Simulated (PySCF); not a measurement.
**[Re(OH)6]+: one run**

[Re(OH)6]+ (singlet). PySCF 2.14.0, RKS PBE0, Re def2-SVP with ECP60, O def2-SVP, H def2-SVP; non-relativistic Hamiltonian with scalar-relativistic core potentials where named; density fitting; no spin-orbit coupling. Purpose: singlet excitations, Tamm-Dancoff PBE0.

```python
mol = gto.M(atom='''
Re    -0.13981    -0.12274    -0.12103
O      0.31309    -0.37699     1.72074
H      0.38429     0.41199     2.29951
O     -0.11527    -0.09007    -1.97816
H      0.63043    -0.10827    -2.61739
O      1.72630     0.18333    -0.41749
H      2.33287     0.15471     0.35306
O     -0.26401     1.74175     0.28860
H      0.55548     2.28095     0.26995
O     -1.98702     0.05379    -0.03279
H     -2.56772     0.84611    -0.01013
O     -0.19667    -1.97716    -0.03852
H     -0.19135    -2.59871     0.72232''',
    basis={'Re': 'def2-SVP', 'O': 'def2-SVP', 'H': 'def2-SVP'},
    ecp={'Re': 'def2-SVP'},
    charge=1, spin=0)
mf = dft.RKS(mol, xc='PBE0')
mf.grids.atom_grid = (50, 194)
mf = mf.density_fit()  # fitting sets: Re def2-universal-JKFIT, O def2-universal-JKFIT, H def2-universal-JKFIT
mf.conv_tol = 1e-08; mf.max_cycle = 55
mf.kernel(dm0)  # dm0: converged density of the relaxed state
td = mf.TDA(); td.nstates = 8; td.kernel()
```

Run from Python with OMP_NUM_THREADS=4; the lines above give its settings. Where DIIS fails, smearing, a level shift and second-order steps follow.
It took 51 s on 4 threads of Arm Neoverse V1, with other jobs on the host, from an already converged density.

Q: Where do the frontier levels lie, over both spins?

A: HOMO -14.35 eV, LUMO -9.40 eV. 

Q: What are the Mulliken charges and spins?

A: 
```tsv
atom	charge (e)	spin (e)
Re1	1.485	0.000
O2	-0.397	0.000
H3	0.275	0.000
O4	-0.335	0.000
H5	0.296	0.000
O6	-0.398	0.000
H7	0.275	0.000
O8	-0.397	0.000
H9	0.275	0.000
O10	-0.336	0.000
H11	0.297	0.000
O12	-0.336	0.000
H13	0.297	0.000
```

Q: Which singlet excitations follow (Tamm-Dancoff, 8 states)?

A: 
| state | eV | oscillator strength |
| --- | --- | --- |
| 1 | 3.40 | 0.0006 |
| 2 | 3.40 | 0.0006 |
| 3 | 3.45 | 0.0010 |
| 4 | 3.61 | 0.0000 |
| 5 | 3.75 | 0.0001 |
| 6 | 3.76 | 0.0001 |
| 7 | 3.78 | 0.0041 |
| 8 | 3.90 | 0.0037 |
Functionals without range separation put charge-transfer states too low; the basis has no diffuse functions.

The geometry was relaxed with TPSS (Re def2-SVP with ECP60, O def2-SVP, H def2-SVP).
